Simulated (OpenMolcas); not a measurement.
## As III: the spin-orbit constant, worked from levels

```json
{
  "Program": "OpenMolcas 26.06",
  "Basis": "ANO-RCC [9s8p6d4f2g]",
  "Scalar Hamiltonian": "DKH2, point nucleus",
  "Active space": "1 electron in 9 orbitals (RAS2 4p; RAS3 4d 5s, at most 1 electron)",
  "State averaging": "2S+1 = 2 odd, 3 roots; 2S+1 = 2 even, 6 roots",
  "Spin-orbit coupling": "state interaction with AMFI integrals over the reference wave functions, term energies averaged over their components"
}
```

Methods: RASSCF; SS-RASPT2, IPEA 0.25 Eh, imaginary shift 0.1 Eh (closed shells correlated: 3d 4s). Measured levels: Moore, Atomic Energy Levels, vol. II, NSRDS-NBS 35 (1971 reprint of NBS Circular 467, 1952).

**The spin-orbit constant.** For the Hund term ²P° of p1, E(J) = (A/2) J(J+1) + constant and ζ = 2S·A = A. From J = 1/2 to J = 3/2 the energy changes by 1.5 A.

```
   Source  E(3/2) - E(1/2)       A     ζ
   RASSCF           2641.6  1761.1  1761
SS-RASPT2           2641.6  1761.1  1761
 measured           2940.0  1960.0  1960
```

All in cm-1. SS-RASPT2 is off by -10.1 % and RASSCF by -10.1 %. Both methods take the spin-orbit matrix elements from the reference wave functions, so the second can move ζ only through the term energies and any multistate remixing.

With one active electron the reference holds no correlation, so core polarisation is missing (holds for RASSCF). With one active electron, CASPT2 adds the correlation within the correlated inactive shells and between them and that electron, and leaves the splitting within a term as the reference gives it (holds for SS-RASPT2). Measured partners are found by configuration, term and J. A level has none where our copy of the source lacks it or the pairing is in doubt (some pairs that miss far off the trend of their configuration count as doubtful), and it then counts in no deviation. Levels of configurations outside the active space are missing.

° marks odd parity.
